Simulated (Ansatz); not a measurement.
CH5FSSiZn, SMILES `C[SiH2][S][Zn][F]`, charge 0, multiplicity 1.

Q: Give a relaxed structure at PBE0-D4/def2-TZVP (the Gaussian-basis code of Ansatz). (Best estimate.)

A: Ansatz gave: 
Cartesian coordinates in Å:
```
C -0.824 0.969 -0.518
Si 0.904 0.661 0.115
S 1.654 -1.273 -0.435
Zn 0.133 -2.465 0.474
F -1.116 -3.449 1.202
H -1.548 0.296 -0.052
H -0.869 0.825 -1.600
H -1.130 1.995 -0.292
H 0.930 0.823 1.594
H 1.867 1.616 -0.488
```
This is one stationary point; other conformers may exist.
